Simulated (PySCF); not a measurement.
Ionisation energy of Br²⁰⁺ by level of theory

Br²⁰⁺ [Ne] 3s2 3p3 (4S) → Br²¹⁺ [Ne] 3s2 3p2 (3P), as a difference of total energies. Computed with PySCF 2.14 in an even-tempered Gaussian basis (18 s from 2.1 bohr⁻², ratio 2.5; 12 p from 2.7 bohr⁻², ratio 2.5; 5 d from 12 bohr⁻², ratio 2.7; 4 f from 18 bohr⁻², ratio 2.7), with the spin-free X2C one-electron Hamiltonian (Gaussian nucleus). Correlated levels: outer shells: 1s2 frozen; virtual orbitals above 40 to 60 times the deepest correlated orbital energy dropped. The calculations carry no spin-orbit coupling.

```
                method  ionisation energy (eV)
                   UHF                  868.30
                   LDA                  869.04
                   PBE                  869.15
                  PBE0                  869.28
                r2SCAN                  869.84
                PBEsol                  868.95
                 B97-3                  869.05
    MP2 (outer shells)                  868.88
SCS-MP2 (outer shells)                  868.62
```

Task: How much does correlation contribute at MP2 (outer shells)?

Result: 868.88 − (868.30) = 0.58 eV, measured against UHF.

Spin-orbit coupling is strong in these open shells (close to jj coupling). The scalar numbers leave it out and a first-order estimate fails, so it can dominate the gap to the real levels.

Breit and QED terms and the two-electron picture change are absent.

For comparison: 870 ± 3 eV (semi-empirical (NIST evaluation); NIST Atomic Spectra Database, ionization energies).
